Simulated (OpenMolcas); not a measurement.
**Lines of Pd III: computed and rescaled rates**

```yaml
Program: OpenMolcas 26.06
Method: CASSCF
Basis: ANO-RCC-VQZP [8s7p5d3f2g1h]
Scalar_Hamiltonian: DKH2, point nucleus
Active_space: 8 electrons in 10 orbitals (4d 5d)
State_averaging: 2S+1 = 3 even, 10 roots; 2S+1 = 1 even, 15 roots
Spin-orbit_coupling: state interaction with AMFI integrals over the reference wave functions, term energies averaged over their components
```

Rates come from the transition moments of the reference wave functions (E1 and E2 in the length form). At fixed line strength A goes as λ^-3 for E1 and M1 and as λ^-5 for E2, so a rate at the computed wavelength can be rescaled to the measured one. Measured vacuum wavelengths follow from level energies in Moore, Atomic Energy Levels, vol. III, NSRDS-NBS 35 (1971 reprint of NBS Circular 467, 1958). Branching counts decays inside the model space alone, at computed energies, and the table is only a selection of the E2 and M1 lines, drawn from those between levels with measured partners whose computed energy lies within a factor of 1.5 of the measured one.

```csv
Upper,Lower,Type,λ computed (nm),λ measured (nm),A computed (s-1),A rescaled (s-1),Branching %
4d⁸ ¹G₄,4d⁸ ³F₄,M1,472.7,559.3,1.70e+00,,72.6
4d⁸ ³F₃,4d⁸ ³F₄,M1,3181,3096,8.07e-01,8.75e-01,100.0
4d⁸ ¹G₄,4d⁸ ³F₃,M1,555.1,682.6,6.35e-01,,27.0
4d⁸ ³F₂,4d⁸ ³F₃,M1,6002,6861,1.56e-01,1.04e-01,100.0
4d⁸ ³P₁,4d⁸ ³F₂,M1,816.7,1139,1.11e-01,,13.4
4d⁸ ³P₁,4d⁸ ³F₃,E2,718.9,976.5,9.55e-02,2.07e-02,11.5
4d⁸ ³P₀,4d⁸ ³F₂,E2,798,1110,9.47e-02,1.82e-02,98.6
4d⁸ ³P₁,4d⁸ ³F₂,E2,816.7,1139,2.02e-02,3.83e-03,2.4
4d⁸ ³P₀,4d⁸ ³P₁,M1,34760,43710,1.27e-03,6.39e-04,1.3
```

Spin-changing lines and M1 lines between different terms are not rescaled, since their strength hangs on the term gaps too.

The largest correction is for 4d⁸ ³P₁ → 4d⁸ ³F₂ (E2): 2.02e-02 × (816.7 / 1139)^5 = 3.83e-03 s-1, a factor of 0.19.

These are rates of the free ion; in crystals, glasses and complexes forced electric-dipole and non-radiative decay shorten such lifetimes by orders of magnitude. No measured rate stands beside these. Rescaling mends the energy factor alone: line strengths can still be far off where a level mixes with configurations outside the active space, and weak or spin-changing lines hang on small mixing coefficients that depend on the term gaps too, so rescaling need not improve them.

Without dynamic correlation excited terms often stand tens of per cent too high (terms of higher spin than the ground term too low), and those without a measured partner can miss by more than the paired ones. Active for correlation alone: 5d; no level in the range computed is led by a configuration that fills it, so any true level of that kind is missing. Measured partners are found by configuration, term and J. A level has none where our copy of the source lacks it or the pairing is in doubt (some pairs that miss far off the trend of their configuration count as doubtful). Levels of configurations outside the active space are missing.
